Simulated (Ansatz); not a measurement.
Reaction (SMILES): Br atom → [Br-] (an electron is taken up)
B3LYP-D3(BJ)/def2-TZVP geometries, fixed; electronic energies without zero-point terms; positive where energy is released.

Basis-set convergence of the adiabatic electron affinity at PBE0 with Ansatz (a quantum-chemistry and plane-wave program). All functions are spherical. The program fits the integrals of some runs and decomposes those of others, by size. Open shells are unrestricted. No added dispersion term, no relativity. Functions are those of the species that has most. Reference: the value in aug-cc-pV5Z, 3.447 eV. Deviations are taken from unrounded values.

```csv
basis,functions,adiabatic electron affinity (eV)
cc-pVDZ,27,2.906
aug-cc-pVDZ,36,3.518
pcseg-1,27,2.963
aug-pcseg-1,36,3.589
def2-SVP,32,2.780
def2-SVPD,41,3.535
cc-pVTZ,43,3.294
aug-cc-pVTZ,59,3.454
pcseg-2,43,3.328
aug-pcseg-2,59,3.460
def2-TZVPP,48,3.288
def2-TZVPPD,57,3.460
cc-pVQZ,68,3.386
aug-cc-pVQZ,93,3.448
pcseg-3,68,3.415
aug-pcseg-3,93,3.448
def2-QZVPP,89,3.369
def2-QZVPPD,98,3.447
cc-pV5Z,104,3.405
aug-cc-pV5Z,140,3.447
```

What the diffuse functions change, pair by pair:
- cc-pVDZ to aug-cc-pVDZ: 9 more functions, deviation -0.541 to 0.071 eV
- pcseg-1 to aug-pcseg-1: 9 more functions, deviation -0.484 to 0.142 eV
- def2-SVP to def2-SVPD: 9 more functions, deviation -0.667 to 0.088 eV
- cc-pVTZ to aug-cc-pVTZ: 16 more functions, deviation -0.153 to 0.006 eV
- pcseg-2 to aug-pcseg-2: 16 more functions, deviation -0.120 to 0.012 eV
- def2-TZVPP to def2-TZVPPD: 9 more functions, deviation -0.159 to 0.013 eV
- cc-pVQZ to aug-cc-pVQZ: 25 more functions, deviation -0.061 to 0.001 eV
- pcseg-3 to aug-pcseg-3: 25 more functions, deviation -0.032 to 0.001 eV
- def2-QZVPP to def2-QZVPPD: 9 more functions, deviation -0.078 to 0.000 eV
- cc-pV5Z to aug-cc-pV5Z: 36 more functions, deviation -0.042 to 0.000 eV

Leaving out the reference's own pair, they bring the value nearer the reference by more than 0.001 eV in 9 of 9 pairs.
